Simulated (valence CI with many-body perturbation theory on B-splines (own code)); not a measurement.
# P X: calculated level list

Level of theory: valence CI with perturbative core correlation (CI+MBPT): four valence electrons over a frozen Dirac-Fock core [He], a basis of 9 s, 9 p, 8 d, 6 f, 3 g, 1 h functions for each j, with the one-electron correlation potential Σ1, the two-electron term Σ2, the three-electron term Σ3, Breit, model QED; selected CI, second order for the rest, scaled by the run's own slope (own B-spline code, finite nucleus).

No measured spectrum was set against this ion. As an estimate, levels of excited configurations hold to 0.05 to 0.15 % of their energy, terms of the ground configuration to about 0.5 %. Among the levels kept, up to 290 cm⁻¹ of a level comes from second order outside the variational space, and about a tenth of that is noise between levels of different J, which matters for small intervals.

Levels 1 to 40 of 40, with energies above the lowest level, 2s²2p² ³P_0. "Leading %" is the weight of the configuration and term that name the level; weights of strongly mixed levels are sums over their largest components and can fall short, so below about 35 % the name and the second component can differ from the true leading terms, or belong to a minority configuration.

```tsv
No.	Configuration	Term	J	E (eV)	Leading %	Second component	g
1	2s²2p²	³P	0	0.00	98		
2	2s²2p²	³P	1	0.46	98		1.500
3	2s²2p²	³P	2	1.12	98		1.496
4	2s²2p²	¹D	2	7.42	98		1.003
5	2s²2p²	¹S	0	14.91	95	5 % 2p⁴ ¹S	
6	2s2p³	⁵S°	2	20.76	100		2.001
7	2s2p³	³D°	2	40.08	99		1.169
8	2s2p³	³D°	3	40.08	100		1.333
9	2s2p³	³D°	1	40.10	99		0.503
10	2s2p³	³P°	1	47.13	99		1.496
11	2s2p³	³P°	0	47.13	100		
12	2s2p³	³P°	2	47.16	99		1.497
13	2s2p³	¹D°	2	60.15	99		1.000
14	2s2p³	³S°	1	60.87	98		1.991
15	2s2p³	¹P°	1	67.26	98		1.008
16	2p⁴	³P	2	92.09	97		1.497
17	2p⁴	³P	1	92.89	98		1.500
18	2p⁴	³P	0	93.19	98		
19	2p⁴	¹D	2	98.38	97		1.002
20	2p⁴	¹S	0	111.95	94	5 % 2s²2p² ¹S	
21	2s²2p3s	³P°	0	242.27	95		
22	2s²2p3s	³P°	1	242.53	90	5 % 2s²2p3s ¹P°	1.475
23	2s²2p3s	³P°	2	243.45	95		1.500
24	2s²2p3s	¹P°	1	245.13	91	5 % 2s²2p3s ³P°	1.024
25	2s²2p3p	¹P	1	252.43	74	20 % 2s²2p3p ³D	0.909
26	2s²2p3p	³D	1	253.48	74	18 % 2s²2p3p ¹P	0.627
27	2s²2p3p	³D	2	253.72	94		1.169
28	2s²2p3p	³D	3	254.50	95		1.333
29	2s²2p3p	³S	1	255.39	80	11 % 2s²2p3p ³P	1.902
30	2s²2p3p	³P	0	255.86	88	7 % 2s2p²3s ³P	
31	2s²2p3p	³P	1	256.32	76	12 % 2s²2p3p ³S	1.562
32	2s²2p3p	³P	2	256.64	87	7 % 2s2p²3s ³P	1.492
33	2s²2p3p	¹D	2	259.82	94		1.005
34	2s²2p3p	¹S	0	263.64	95		
35	2s2p²3s	⁵P	1	264.53	99		2.501
36	2s2p²3s	⁵P	2	264.94	99		1.834
37	2s²2p3d	³F°	2	265.42	69	26 % 2s²2p3d ¹D°	0.760
38	2s2p²3s	⁵P	3	265.49	99		1.667
39	2s²2p3d	³F°	3	266.01	93		1.088
40	2s²2p3d	¹D°	2	266.24	67	25 % 2s²2p3d ³F°	0.925
```

Names give the largest LS component (configuration and term), which can be under half, so a name can repeat, a term be missing and a line seem to break the LS rules; names also repeat where a configuration has a term twice.

The ionisation energy to 2s²2p ²P°1/2 of the next ion comes out as 424.55 eV (NIST: 424.4 ± 0.09 eV (semi-empirical)). All 40 levels together are meant to be complete up to 266.58 eV.
